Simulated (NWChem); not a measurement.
CH7NOSi; SMILES O[Si@H](C)N

```xyz
11

C     -0.3401     1.6970    -0.1840
Si    -0.0904    -0.0791     0.3499
N      1.4877    -0.5421    -0.1860
O     -1.2229    -1.1265    -0.2888
H     -0.1721     1.8220    -1.2657
H      0.3477     2.3741     0.3480
H     -1.3678     2.0224     0.0394
H     -0.3250    -0.2090     1.8183
H      1.9128    -1.4091     0.1229
H      2.1930     0.1647    -0.3588
H     -1.0994    -1.3232    -1.2226
```
Atoms are numbered in this order, from 1.

Program: NWChem. Pople sets run with spherical d functions. The geometry was optimised at PBE0/def2-SVP. GIAO values for the isolated, static molecule; σ is the absolute isotropic shielding, δ = σ(reference) − σ with the isolated reference molecule computed at the same levels (13C: tetramethylsilane, 1H: tetramethylsilane, 15N: ammonia, 17O: water, 29Si: tetramethylsilane).

Task: Predict the results for B3LYP/6-31G*. Quantities: δ C1 (ppm); δ Si2 (ppm); δ N3 (ppm); δ O4 (ppm); δ H9 (ppm); δ H10 (ppm); δ H11 (ppm).

Result: The δ C1 (ppm) is 0.5 and the δ Si2 (ppm) is -6.9. The δ N3 (ppm) comes out as 20.5 and the δ O4 (ppm) comes out as 43.1. The δ H9 (ppm) comes out as 0.02. The δ H10 (ppm) is -0.04 and the δ H11 (ppm) comes out as 0.83.
